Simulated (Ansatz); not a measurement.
ClGe2H5O, SMILES `[OH][GeH]([Cl])[GeH3]`, relaxed with RKS PBE0-D4/def2-TZVP in Ansatz from a PBE-D4/def2-SVP geometry. The force threshold is 0.005 eV/Å; the program also tests the step.

Total charge 0; spin multiplicity 1.

Start:

```xyz
9

O     0.952   -1.937    0.480
Ge   -0.211   -0.608    0.813
Cl   -2.248   -1.321    0.394
Ge    0.117    1.317   -0.652
H     0.921   -2.209   -0.457
H    -0.079   -0.395    2.342
H    -0.014    0.837   -2.120
H    -0.964    2.388   -0.363
H     1.527    1.927   -0.438
```

| step | energy (eV) | largest force (eV/Å) | largest move (Å) |
| --- | --- | --- | --- |
| 1 | -127670.5489 | 0.747 | 0.000 |
| 2 | -127670.5742 | 0.294 | 0.054 |
| 3 | -127670.5779 | 0.150 | 0.048 |
| 4 | -127670.5793 | 0.133 | 0.017 |
| 5 | -127670.5797 | 0.091 | 0.016 |
| 6 | -127670.5802 | 0.024 | 0.010 |
| 7 | -127670.5803 | 0.008 | 0.008 |
| 8 (rejected) | -127670.5802 | 0.020 | 0.010 |
| 9 | -127670.5803 | 0.003 | 0.005 |
| 10 | -127670.5803 | 0.005 | 0.009 |
| 11 | -127670.5803 | 0.008 | 0.004 |
| 12 | -127670.5803 | 0.006 | 0.004 |
| 13 | -127670.5803 | 0.002 | 0.008 |

End:

```xyz
9

O     0.932   -1.915    0.449
Ge   -0.198   -0.596    0.805
Cl   -2.207   -1.322    0.424
Ge    0.121    1.320   -0.653
H     0.862   -2.235   -0.454
H    -0.066   -0.385    2.318
H     0.034    0.833   -2.106
H    -0.979    2.353   -0.383
H     1.500    1.945   -0.399
```

Hardware: 4 threads of an Arm Neoverse V2 on a shared host. Wall time 63 s, peak host memory 0.68 GiB.
